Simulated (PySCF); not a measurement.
CH4BrFOSi.

```xyz
9

C      2.0206    -0.2048    -1.0362
Si     0.1856    -0.1281    -0.7988
O     -0.4963    -1.5339    -1.3583
F     -0.4407     1.1479    -1.6094
Br    -0.3583     0.2080     1.3481
H      2.4524    -1.0319    -0.4398
H      2.4907     0.7453    -0.7161
H      2.2570    -0.3771    -2.1055
H     -1.4443    -1.6534    -1.1718
```
Charge 0, spin multiplicity 1.

Geometry: PBE-D3(BJ)/def2-SVP. Other conformers were not sampled.

Method: PBE/pcSseg-1 (PySCF). Non-relativistic, no solvent.

Computed absolute GIAO shielding of each atom: isotropic value and principal components (ppm):
```tsv
atom	σ(iso)	σ11	σ22	σ33	span
C1	177.0	169.6	170.3	191.1	21.5
Si2	327.6	304.2	314.3	364.3	60.1
O3	229.0	181.9	226.8	278.2	96.3
F4	261.5	197.7	250.0	336.9	139.2
Br5	2428.7	2143.6	2231.7	2910.8	767.2
H6	30.4	26.3	28.6	36.3	10.1
H7	30.5	26.2	28.7	36.4	10.2
H8	30.3	25.7	27.3	37.9	12.2
H9	28.4	21.6	24.0	39.5	18.0
```
